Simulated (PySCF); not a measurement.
CH2F, SMILES [CH2]F (connectivity only; charge and spin as stated), charge +1, multiplicity 1. Geometry: PBE0-D3(BJ)/def2-TZVPD. The spin state was assumed, not searched. The isomer is the one that the SMILES or the coordinates give; other isomers of the formula were not compared.

PySCF with TDA-PBE/def2-TZVPD puts the lowest singlet excitations at 5.07, 9.86, 10.21, 11.53, 12.16, 12.65 eV.

Problem. What are the lowest excitation roots from ADC(2)/aug-cc-pVDZ run with PySCF 2.14.0? (Estimate from the structure and the level; the computed values follow.)

Solution. 5.33, 10.05, 10.70, 10.74, 12.77, 13.52 eV. S1 differs by 0.26 eV (second minus first; roots are paired by order, and the bases may differ).
